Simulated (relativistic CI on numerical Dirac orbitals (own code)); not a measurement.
Mn³⁺ in a cubic cluster: 3s photoemission with charge transfer

Computed with a charge-transfer multiplet model of a cubic metal-ligand cluster with up to 2 ligand holes, Slater and spin-orbit integrals from Dirac-Coulomb-Breit ions, Slater integrals scaled by 0.7. The ground state mixes d4 with configurations of k ligand holes L, whose averages lie at kΔ + k(k − 1)U_dd/2; a core hole lowers each added d electron by U_cd. 300 K, Lorentzian 1.4 eV and Gaussian 0.8 eV FWHM.

Atomic integrals in eV (Slater integrals scaled, ζ unscaled), ground: F2dd 7.948, F4dd 4.972, zeta_d 0.043; with the core hole: F2dd 8.679, F4dd 5.462, zeta_d 0.051, G2cd 8.644.

Cluster parameters (eV): Δ = 3.7, U_cd = 8.2, 10Dq = 1.05, 10Dq(ligand) = 1, V(eg) = 2.9, V(t2g) = -1.5, final-state hopping factor = 0.8.

```tsv
Case	n_d	d4	d5L	d6L2	S
U_dd = 6.6 eV	4.54	0.52	0.43	0.05	1.99
U_dd = 8 eV	4.52	0.53	0.43	0.05	1.99
U_dd = 8.7 eV	4.51	0.53	0.43	0.04	1.99
```

Weights, n_d and S are thermal averages at 300 K. Binding energies count from the first peak over 30 % of the highest in each spectrum, which can be another peak from case to case. The parameters are a model scan and need not match a compound or its usual spin state. Peaks in eV (height, largest 100):
- U_dd = 6.6 eV: 0.0 (100), 4.9 (29), 9.4 (85), 18.4 (20)
- U_dd = 8 eV: 0.0 (100), 4.9 (30), 9.5 (80), 18.9 (19)
- U_dd = 8.7 eV: 0.0 (100), 4.9 (31), 9.6 (78), 19.1 (18)

For the case U_dd = 6.6 eV, Δ = 3.7 eV is smaller than U_dd = 6.6 eV, the charge-transfer side of the Zaanen-Sawatzky-Allen scheme. With the core hole the average of the configuration with one ligand hole lies at Δ − U_cd = -4.5 eV before mixing: the effective hopping of about 4.2 eV (from the holes of the mixed ground state) is comparable with this gap or larger, so the configurations mix strongly.

Without intra-shell correlation the exchange splitting of the 3s hole comes out too large.
